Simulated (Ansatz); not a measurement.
```yaml
crystal:
  periodic: [false, false, false]
  atoms:
    - {symbol: C, position_ang: [-0.073790, -2.872104, -1.841552]}
    - {symbol: C, position_ang: [-0.167187, -1.280912, -1.286779]}
    - {symbol: O, position_ang: [0.185684, -1.254919, -0.022591]}
    - {symbol: O, position_ang: [-0.471814, -0.536815, -2.014695]}
    - {symbol: Sn, position_ang: [-0.223764, 0.976083, -0.362051]}
    - {symbol: O, position_ang: [-1.211413, 0.982184, 1.548850]}
    - {symbol: C, position_ang: [-2.284254, 0.561722, 0.959735]}
    - {symbol: C, position_ang: [-3.452892, 0.513438, 1.953845]}
    - {symbol: O, position_ang: [-2.361961, 0.370989, -0.129968]}
    - {symbol: O, position_ang: [1.561569, 1.432410, 0.973091]}
    - {symbol: C, position_ang: [2.452886, 1.111944, -0.097006]}
    - {symbol: C, position_ang: [3.836811, 1.338844, 0.211162]}
    - {symbol: O, position_ang: [1.924881, 1.086690, -1.102996]}
    - {symbol: H, position_ang: [-0.163198, -2.972951, -2.835335]}
    - {symbol: H, position_ang: [0.784029, -3.398967, -1.342312]}
    - {symbol: H, position_ang: [-0.910903, -3.397924, -1.245391]}
    - {symbol: H, position_ang: [-0.568533, 2.246066, -0.986111]}
    - {symbol: H, position_ang: [-3.307074, -0.333825, 2.782392]}
    - {symbol: H, position_ang: [-3.504946, 1.319709, 2.539340]}
    - {symbol: H, position_ang: [-4.518785, 0.338245, 1.470210]}
    - {symbol: H, position_ang: [4.161498, 0.528653, 0.820068]}
    - {symbol: H, position_ang: [4.353697, 1.194463, -0.546708]}
    - {symbol: H, position_ang: [3.954633, 2.222677, 0.819014]}
basis:
  gaussian: {orbitals: def2-TZVPD, fitting: {mean_field: cc-pVTZ-jkfit}, point_charges: [{charge: -1.00, position_ang: [8.126, 0.671, -0.431]}]}
magnetization: {spin_polarized: true, initial_magnetization: 2}
hamiltonian: {xc: {name: r2SCAN}, dispersion: d3bjatm}
relax: {f_tol: 0.001, max_steps: 2}
```

```sh
$ ansatz run in.yaml --threads 11 --pin off --events-out ev --progress --plain --max-ram 110592MiB --backend cuda --devices 0, --max-vram 75GiB
```

How does Ansatz answer? (Best estimate.)

Computed: The input was rejected before any iteration.
```
Functional definition: r2SCAN
Error: <dir> the basis set cc-pVTZ-JKFIT has no functions for Sn
```
